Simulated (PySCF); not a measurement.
**Electronic structure of Ne⁺ (neon, charge +1) at the UHF level**

Configuration: [He] 2s2 2p5, 2P determinant. All numbers are calculated (PySCF 2.14, the spin-free X2C one-electron Hamiltonian (Gaussian nucleus), in x2c-QZVPPall with one added diffuse shell each of s, p, d, f type (8s5p4d3f1g, 73 functions)).

```json
{"Total energy": "-127.962784 hartree", "One-electron energy": "-175.3240 hartree", "Hartree (Coulomb) energy": "59.0478 hartree", "Exchange energy": "-11.6867 hartree", "⟨S²⟩": "0.7527", "⟨L²⟩": "2.008", "Sum of ⟨r⟩": "6.411 bohr", "Sum of ⟨r²⟩": "6.753 bohr²", "Traceless quadrupole moment −½Σ⟨3z² − r²⟩ along its main axis": "0.410 e·bohr²", "Langevin diamagnetic susceptibility": "-5.35 ×10⁻⁶ cm³/mol"}
```

```json
{"shell": "1s α", "electrons": "1", "mean orbital energy (eV)": "-916.51", "spread (eV)": "0", "rms radius, mean of both spins (bohr)": "0.183"}
{"shell": "1s β", "electrons": "1", "mean orbital energy (eV)": "-914.84", "spread (eV)": "0", "rms radius, mean of both spins (bohr)": "0.183"}
{"shell": "2s α", "electrons": "1", "mean orbital energy (eV)": "-74.554", "spread (eV)": "0", "rms radius, mean of both spins (bohr)": "0.943"}
{"shell": "2s β", "electrons": "1", "mean orbital energy (eV)": "-68.400", "spread (eV)": "0", "rms radius, mean of both spins (bohr)": "0.943"}
{"shell": "2p α", "electrons": "3", "mean orbital energy (eV)": "-44.928", "spread (eV)": "3.668", "rms radius, mean of both spins (bohr)": "0.991"}
{"shell": "2p β", "electrons": "2", "mean orbital energy (eV)": "-42.093", "spread (eV)": "0", "rms radius, mean of both spins (bohr)": "0.991"}
```

Spin-orbit constants ζ (cm⁻¹) from the X2C one-electron operator on these orbitals: bare nucleus, nucleus screened by l(l+1)(2l+1)/3 electrons, and screened by the Breit-Pauli mean field of the electrons.

```tsv
shell	bare	screened nucleus	mean field
2p	755.7	604.5	539.8
```

To first order the Landé constant is A = -539.8 cm⁻¹, so the lowest level has J = 3/2 and lies 0.0335 eV below the centre of the term.
